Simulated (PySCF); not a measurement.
# Reading the logs of faulty runs: BH2O2Si cation

These are calculations, not measurements. The program is PySCF 2.14.0, an open-source quantum chemistry code, run on an isolated molecule that a program drew, which may never have been made. The molecule is BH2O2Si cation (charge +1, singlet), drawn as the SMILES string `[BH+]O[SiH]=O`.

Each row is a Hartree-Fock (HF) and frozen-core CCSD(T) single point in the cc-pV(D+d)Z basis, meant for a local HF minimum. Run 1 is clean. Each other run has one planted mistake out of seven kinds, and not every kind appears here: one electron removed, one electron added, multiplicity raised by two, geometry at a saddle point, minimal basis STO-3G, one bond length entered in bohr, all coordinates scaled. The reference is restricted for singlets and unrestricted otherwise, and also for a bond in bohr. Adding or removing an electron swaps singlet and doublet. Electrons count all cores. HOMO and LUMO are orbital energies over both spins, the gradient is its largest component, and the lowest frequency (negative if imaginary) is given only where the gradient is small. Bond lengths are over the 5 bonds as drawn. T1 is the CCSD diagnostic: over 0.02 (restricted) or 0.045 (unrestricted) a single reference is doubtful.

Geometry of the clean run:
```xyz
6
BH2O2Si cation, angstrom
B    -0.5408   -0.8228   -0.5153
O    -0.5206   -0.9604    0.7023
Si   -0.2874   -0.4555    2.3802
O     0.1359    0.9471    2.5504
H    -0.5674   -0.7157   -1.6804
H    -0.6046   -1.6546    3.1293
```

| run | electrons | basis functions | <S^2> | HOMO (eV) | LUMO (eV) | gradient (hartree/bohr) | lowest frequency (cm^-1) | mean bond (Å) | longest bond (Å) | T1 | HF (hartree) | CCSD(T) (hartree) | mistake |
|---|---|---|---|---|---|---|---|---|---|---|---|---|---|
| 1 | 36 | 75 | 0.000 | -17.77 | -3.92 | 2.6e-05 | 101 | 1.4175 | 1.768 | 0.0242 | -464.29437 | -464.84714 | no fault |
| 2 | 36 | 26 | 0.000 | -14.89 | -0.02 | 5.5e-02 | - | 1.4175 | 1.768 | 0.0308 | -458.63140 | -458.89477 | minimal basis STO-3G |
| 3 | 36 | 75 | 0.978 | -16.47 | -6.44 | 3.4e-02 | - | 1.6356 | 2.316 | 0.0336 | -464.05018 | -464.55890 | one bond length entered in bohr |
| 4 | 35 | 75 | 0.756 | -28.06 | -12.63 | 1.7e-01 | - | 1.4175 | 1.768 | 0.0185 | -463.75262 | -464.23614 | one electron removed |
| 5 | 36 | 75 | 0.000 | -18.43 | -3.75 | 1.6e-01 | - | 1.3324 | 1.662 | 0.0202 | -464.26009 | -464.79493 | ? |

**Which mistake was planted in run 5, and what did it cost?**

The mean and the longest bond both change by the same factor, 0.940, and the gradient is no longer small. So the mistake is: all coordinates scaled. Subtracting run 1 and multiplying by 627.51 kcal/mol a hartree, the energy moved by 21.5 kcal/mol in HF and 32.8 kcal/mol in CCSD(T).

Cautions from the logs. Run 1: T1 is over the limit, so its CCSD(T) energy is less reliable; run 2: T1 is over the limit, so its CCSD(T) energy is less reliable; run 5: T1 is over the limit, so its CCSD(T) energy is less reliable.
